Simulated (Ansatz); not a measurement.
Cost and result up the ladder for AlSi8PH16, a doped cluster cut from the lattice of silicon (Al and P 4.5 A apart) (26 atoms). Charge 0, multiplicity 1. Geometry: PBE-D4/def2-SVP.

Cartesian coordinates in Å:
```
Si 1.4996 -1.5445 -1.8486
Si 1.6843 2.1775 -0.4704
Si -1.6325 0.8059 -2.1770
P -1.4558 -1.8884 0.3663
Si -1.4237 1.4661 1.7770
Si 1.5457 -0.7630 2.0885
Al 0.8494 0.8029 -2.3575
Si 0.8382 -2.1639 0.3280
Si 0.9263 1.4643 1.6472
Si -2.3336 0.2169 -0.0046
H 2.9808 -1.8494 -1.7392
H 0.9210 -2.6751 -2.6776
H 3.1900 2.1891 -0.3003
H 1.2678 3.6341 -0.5017
H -2.4431 -0.1507 -3.0302
H -2.3388 2.1422 -2.2973
H -2.0304 -2.7870 -0.5853
H -1.9865 -2.4260 1.5802
H -1.9973 2.8525 1.6248
H -1.9348 0.8861 3.0747
H 3.0430 -0.9309 2.1535
H 0.9580 -1.2856 3.3781
H 1.3496 1.2656 -3.8170
H 0.9007 -3.6213 0.7285
H 1.4159 2.2809 2.8233
H -3.7934 -0.0980 0.2366
```

Ansatz on 2 threads of AMD EPYC 7R13 on a shared host and a share (18 GiB) of an NVIDIA H100 80GB HBM3. Times are rough, and most runs start from the orbitals of an earlier one. PBE0-D4/def2-TZVP serves as the yardstick here, not as an exact answer. Differences are given only for rows in sets of like size (and for xTB, whose basis is part of the method), since another set adds its own error. Binding counts from free atoms at the same level (Si triplet, P quartet, Al doublet, H doublet; other spins of the atoms weren't run), without zero-point energy or a counterpoise term.

B3LYP takes the VWN-RPA correlation. Correlated methods freeze 50 core orbitals. Single mean-field runs in def2-TZVP are fitted with def2-universal-jkfit.

Correlated methods converge slowly with the basis.

```tsv
level	functions	wall time
PBE-D4/def2-SVP	260	2.5 s
HF/6-31G	162	3.7 s
PBE0-D4/def2-SVP	260	4.6 s
B3LYP-D4/6-31G	162	5.5 s
r2SCAN-D4/def2-TZVP (with forces)	466	8 s
PBE-D4/def2-TZVP (with forces)	466	9 s
revPBE-D4/def2-TZVP	466	9.5 s
PBE0-D4/def2-TZVP	466	10 s
CCSD(T)/def2-TZVP	466	43 s
```

(1) Estimate what each level gives for the binding energy per atom (eV).

Answers

(1) 
```csv
level,binding energy per atom (eV),difference from PBE0-D4/def2-TZVP (eV)
PBE-D4/def2-SVP,3.06,–
HF/6-31G,1.88,–
PBE0-D4/def2-SVP,3.05,–
B3LYP-D4/6-31G,2.80,–
r2SCAN-D4/def2-TZVP (with forces),3.08,0.02
PBE-D4/def2-TZVP (with forces),3.06,0.00
revPBE-D4/def2-TZVP,3.02,-0.03
PBE0-D4/def2-TZVP,3.06,0.00
CCSD(T)/def2-TZVP,2.92,-0.13
```
